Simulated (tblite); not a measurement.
C6H11N.
SMILES with atom numbers: `[CH:1]#[C:2][CH2:3][C@H:4]([CH3:5])[NH:6][CH3:7]` (hydrogens: H8 on C1; H9, H10 on C3; H11 on C4; H12, H13, H14 on C5; H15 on N6; H16, H17, H18 on C7)

Computed with GFN2-xTB (tblite), gas phase: nudged elastic band of 9 images (0 to 8), spring 0.2 eV/Å², climbing image at the end, force threshold 0.05 eV/Å. No saddle search or frequency run followed, so the top image need not be a first-order saddle, and its height can exceed the method's true barrier by a kcal/mol or more.

The band describes a rotation about C3–C4 (propargylic carbon, sp3 carbon bound to nitrogen), followed by the dihedral C2–C3–C4–N6, from the optimised start (-67°) to a second optimised geometry at 63°.

Q: How does the energy change from image to image?

A: 
```csv
image,dihedral (°),E (kJ/mol),C3–C4 (Å),C2···N6 (Å),largest true force (eV/Å)
0,-67,0.00,1.540,2.94,0.01
1,-51,3.07,1.542,2.80,0.04
2,-35,10.37,1.548,2.69,0.05
3,-18,16.97,1.554,2.62,0.05
4,0,18.94,1.555,2.59,0.05
5,17,15.99,1.550,2.60,0.04
6,33,10.90,1.544,2.66,0.04
7,48,6.79,1.540,2.76,0.03
8,63,5.18,1.539,2.91,0.01
```

Barriers of this band. The top is image 4 at 0°: 18.94 kJ/mol forward and 13.76 kJ/mol back; the end lies 5.18 kJ/mol above the start. The central bond is 0.015 Å longer at the top than at the start.

Q: What rate follows at 250 K for crossing this barrier forward?

A: Taking the electronic barrier for the free energy of activation (no zero-point or entropy terms, transmission 1), rate = (kT/h)·exp(−ΔE/kT) ≈ 6 × 10^8 s⁻¹, whose inverse is 2 × 10^-9 s. An error of 1 kcal/mol in the barrier changes this by a factor of 7, and the method and the loose band can each miss by that much or more.

Q: How would the two end points share their population at 250 K, from these energies alone?

A: exp(−ΔE/kT) with ΔE = 0.054 eV gives 0.082 for the higher one (end) against 1 for the lower, without vibrational, rotational or degeneracy terms. GFN2-xTB can put conformers this close in the wrong order.

Q: How long is the path, and how are the images spaced?

A: Cartesian distances between aligned neighbours (all atoms, Å): 0.95, 0.92, 0.89, 0.87, 0.86, 0.84, 0.87, 0.96; the sum is 7.15 Å, and the top lies 51 % of the way along.

The cost below is that of the whole band run. Hardware: one thread, Arm Neoverse V2 (aarch64), shared host with 96 logical CPUs at a one-minute load of 19. Cost: 2.6 s, 0.18 GiB resident at most.
